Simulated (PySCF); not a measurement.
2-methylbut-1-ene (C₅H₁₀), SMILES CC(CC)=C.

Geometry: PBE0-D3(BJ)/def2-SVP. One conformer was computed; it need not be the lowest.

Vertical ionisation energy (IE) and electron affinity (EA) in eV. Rows of orbital energies are one-electron estimates. Where ΔSCF, EOM or ADC give a negative EA the extra electron is unbound and the value depends on the basis.

```
level                                           IE     EA
--------------------------------------------  ----  -----
−ε(HOMO), −ε(LUMO), M06-2X/def2-TZVP (PySCF)  8.22  -1.33
−ε(HOMO), −ε(LUMO), PBE/def2-TZVP (PySCF)     5.91   0.56
```
